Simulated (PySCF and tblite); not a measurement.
2 diastereomers of C₅H₇NO, numbered alike:

| isomer | SMILES | descriptors (one enantiomer) |
| --- | --- | --- |
| A | [CH3:1][O:2][C@H:3]1[CH2:4][C@@H:5]1[C:6]#[N:7] | 3S, 5R |
| B | [CH3:1][O:2][C@@H:3]1[CH2:4][C@@H:5]1[C:6]#[N:7] | 3R, 5R |

Computed spectrum of one of them (conformer average at 298.15 K; GFN1-xTB geometries, energies PBE0/ANO-RCC-VDZP (D3(BJ) added where defined), GIAO shieldings PBE0/ANO-RCC-VDZP; references on GFN2-xTB geometries), in ppm: ¹H (against TMS): 3.76 (3H), 3.53 (1H), 1.32 (1H), 1.30 (1H), 1.08 (1H). ¹³C (against TMS): 117.9 (1C), 59.2 (1C), 58.3 (1C), 16.2 (1C), 3.8 (1C). ¹⁵N (against NH3): 284.5 (1N). Of the H, only those on carbon are given.

(1) Which isomer is it?

Unscaled ¹⁵N shifts at such levels can be off by tens of ppm; differences between conformers or isomers are more reliable. Shifts are unscaled: against experiment ¹³C can be off by 15 ppm or more and ¹H by 0.8 ppm.

Results:

(1) B. After a straight-line scaling (slope 0.85 to 1.15) of computed carbon shifts, the largest errors are A 5.4 ppm (at 59.2), B 3.2 ppm (at 59.2). Assigned: ¹H (against TMS): 3.76 (H1, 3H), 3.53 (H3, 1H), 1.32 (H4b, 1H), 1.30 (H5, 1H), 1.08 (H4a, 1H). ¹³C (against TMS): 117.9 (C6), 59.2 (C3), 58.3 (C1), 16.2 (C4), 3.8 (C5). ¹⁵N (against NH3): 284.5 (N7). For comparison, at another level (GFN2-xTB geometries, energies PBE0/def2-SVP (IEF-PCM, tetrahydrofuran) (D3(BJ) added where defined), GIAO shieldings KT2/pcSseg-1 (IEF-PCM, tetrahydrofuran)) the isomers give: A: ¹H (against TMS): 3.76 (H1, 3H), 3.72 (H3, 1H), 1.54 (H5, 1H), 1.38 (H4a, 1H), 1.25 (H4b, 1H). ¹³C (against TMS): 118.2 (C6), 67.6 (C3), 62.2 (C1), 17.6 (C4), 4.5 (C5). B: ¹H (against TMS): 3.86 (H1, 3H), 3.72 (H3, 1H), 1.54 (H5, 1H), 1.32 (H4a, 1H), 1.23 (H4b, 1H). ¹³C (against TMS): 117.3 (C6), 64.6 (C3), 61.7 (C1), 18.3 (C4), 5.3 (C5).


¹⁵N shifts are against a computed isolated NH3 molecule, about 20 ppm from the liquid.